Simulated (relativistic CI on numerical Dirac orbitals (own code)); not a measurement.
# One change at a time: La⁵³⁺

Base calculation: Dirac-Coulomb-Breit CI, separate exchange-only KLI orbitals for each configuration, model QED, unscaled Slater integrals.

Configurations in the expansion (outside the closed core 1s2): 2s², 2s2p, 2p², 2p3s, 2p3p, 2s3s, 2s3p, 2s3d, 2s4s, 2s4p, 2s4d, 2s4f, 2s5s, 3s², 2s5p, 2s5d, 2s5f, 2s5g, 3s3p, 3p². Levels of other configurations are missing.

Variants: (1) QED terms removed; (2) Breit term removed. Shifts of the energy above 2s² ¹S0, in eV, for the lowest level and the first level of each name with at least 55 % of one term (blank where a level changes its place among those of its configuration and J or its character, or is not in the variant):

| Level | Base | Δ(1) | Δ(2) |
| --- | --- | --- | --- |
| 2s² ¹S0 | 0.00 | 0.00 | 0.00 |
| 2s2p ³P°0 | 113.08 | +7.35 | -7.42 |
| 2s2p ³P°1 | 138.09 | +7.35 | -5.41 |
| 2p² ³P0 | 326.54 | +14.76 | -15.10 |
| 2s2p ³P°2 | 575.56 | +6.61 | +2.02 |
| 2s2p ¹P°1 | 643.79 | +6.64 | +0.79 |
| 2p² ³P1 | 757.80 | +14.31 | -7.28 |
| 2p² ¹D2 | 774.17 | +14.31 | -3.53 |
| 2p² ³P2 | 1229.85 | +13.58 | +2.26 |
| 2p² ¹S0 | 1281.49 | +13.55 | -2.27 |
| 2s3s ³S1 | 6095.55 | +5.29 | +6.04 |
| 2s3s ¹S0 | 6118.75 | +5.39 | +5.37 |
| 2s3p ³P°0 | 6150.60 | +7.51 | +3.12 |
| 2s3p ³P°1 | 6151.52 | +7.53 | +4.17 |
| 2p3s ³P°1 | 6236.57 | +12.41 | -0.26 |
| 2p3s ³P°0 | 6239.05 | +13.00 | -1.38 |
| 2p3p ³D1 | 6270.65 | +14.67 | -1.75 |
| 2s3p ³P°2 | 6286.63 | +7.29 | +6.00 |
| 2s3p ¹P°1 | 6296.39 | +7.86 | +5.61 |
| 2p3p ³P0 | 6309.67 | +15.13 | -3.82 |
| 2s3d ³D1 | 6314.87 | +8.15 | +6.09 |
| 2s3d ³D2 | 6316.74 | +7.59 | +7.90 |

At this charge energies of transitions that change n are usually good to better than 1 %, and those within a shell (Δn = 0) to a few per cent.

Ionisation energy from the two ground configurations alone: base 10788.2 eV; QED terms removed 10796.1 eV; Breit term removed 10796.2 eV. The NIST ASD value (theoretical) is 10789 eV.

LS names give the leading component of a level, which can be under half, so a name can repeat, a term be missing and a line seem to break the LS rules.
